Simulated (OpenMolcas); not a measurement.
Pd3+ with 6 ligands (oxide) in trigonal antiprismatic coordination (D3d) at 2.14 Å, a polar angle of 54.2° against the regular 54.74°. A charge of +1.5 e stands 2.8 Å behind each ligand. Ligand basis ANO-RCC-VDZP.

```
Program             : OpenMolcas
Method              : SS-CASPT2, IPEA 0.25 Eh, imaginary shift 0.1 Eh (closed shells correlated: 4s 4p and the ligand valence shells)
Basis               : ANO-RCC-VDZP [6s5p3d1f]
Scalar Hamiltonian  : DKH2, point nucleus
Active space        : 7 electrons in 5 orbitals (4d)
State averaging     : 2S+1 = 4 even, 10 roots; 2S+1 = 2 even, 40 roots
Spin-orbit coupling : state interaction with AMFI integrals over the reference wave functions
```

Problem. What is the spin-free ground state (labels of D3, the rotations of D3d)?

Solution. 2E, 2-fold in its orbital part; d7 allows 2S+1 = 4, so this is a state of lower spin.

Problem. Where is the first state of the same spin?

Solution. A 1-fold state lies at 9190 cm-1 above the ground state.

Problem. What are the lowest two levels with spin-orbit coupling?

Solution. A 2-fold level with g = 0.35, 0.35, 2.28, then a 2-fold level 50 cm-1 above it. Their leading multiplicities are 2 (95 %) and 2 (95 %).

Problem. What is χT at 300 K, and how does it compare with the textbook value?

Solution. The lowest level has 2S+1 = 2, for which the spin-only value is χT = S(S+1) / 2 = 0.375 cm3 K/mol (g = 2). The computed 0.570 at 300 K differs by +0.195, through orbital momentum, spin-orbit coupling and any other state in reach.

Roots that are degenerate in the reference are averaged as groups; the widest CASPT2 spread within a group is 890 cm-1 (the 3-fold group of multiplicity 2 near 28900 cm-1 above the lowest state of its run). Shifts and gaps below about the spread of the groups concerned are not significant. Over all roots computed the reference weight is 0.55 to 0.59; a low but even weight reflects the number of correlated electrons. An orbital doublet at a regular site is open to a Jahn-Teller distortion, which this geometry leaves out. This shell can be high or low spin here, a state of another spin lies low, and with metal d orbitals alone active their balance is uncertain, so the ground spin may be wrong, although the usual error favours high spin. The least metal-like active orbital is 77 % on the metal (Löwdin) and no ligand orbital is active, so the numbers are rough. The oxide ions are held by bare point charges, a crude embedding. Ligand-to-metal charge-transfer states are missing. With no ligand orbital active B as a rule stays too high, so bands that hang on it stand too high and its fall with covalency is understated. With one d shell and no ligand orbital active, 10Dq can be off by a tenth or more. A group larger than the point group allows holds several states that coincide in this model. No measured value stands beside these numbers; the geometry was imposed, not optimised, and the real ion may take another.
